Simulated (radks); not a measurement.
Species: Tm IV. Configuration: [Xe] 4f12. Calculated with a radial shooting solver on a logarithmic mesh with Libxc functionals: Dirac Kohn-Sham, exchange-only LDA, spin-unpolarised, spherical densities, finite nucleus; open shells are shared between the two j in proportion to 2j + 1; Fermi nuclear charge, rms radius 5.2256 fm.

X-ray form factor f0, the Fourier transform of the density (f0(0) = 66):

| sin(theta)/lambda (1/angstrom) | f0 (electrons) |
|---|---|
| 0.05 | 65.400 |
| 0.1 | 63.690 |
| 0.15 | 61.106 |
| 0.2 | 57.959 |
| 0.25 | 54.557 |
| 0.3 | 51.145 |
| 0.4 | 44.848 |
| 0.5 | 39.537 |
| 0.6 | 35.102 |
| 0.8 | 28.120 |
| 1 | 23.072 |
| 1.25 | 18.920 |
| 1.5 | 16.331 |
| 2 | 12.835 |
